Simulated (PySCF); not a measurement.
# Relaxation of doublet ICl₂

Level of theory: PySCF, UPBE0, basis I def2-TZVP with ECP28, Cl def2-TZVP (scalar-relativistic core potentials, no spin–orbit coupling, density fitting). A (50,194) grid was used.

A start displaced from a saddle point along its imaginary mode, of C2v symmetry, held to at least that symmetry:

Coordinates in bohr (charge 0 multiplicity 2):
```
I    -0.2604    0.0000    0.0000
Cl    0.4724    0.0000    4.5916
Cl    0.4724    0.0000   -4.5916
```

**Question.** What forces act on the atoms at the start (eV/Å)?

**Answer.** 
```
atom     Fx    Fy     Fz
  I1  -0.09  0.00   0.00
 Cl2   0.04  0.00  -0.44
 Cl3   0.04  0.00   0.44
```

**Question.** What does it relax to?

**Answer.** It ends at C2v with I–Cl 2.421 Å (×2); Cl–I–Cl 151.0° (after a last refinement on a finer grid). A frequency run shows a minimum. Other isomers or separated fragments may lie lower.

**Question.** How much energy is released, and in how many steps?

**Answer.** 4.6 kJ/mol in 3 steps.

With an element this heavy the missing spin–orbit coupling can shift these numbers.

The relaxation took roughly 100 core-seconds on a shared host.
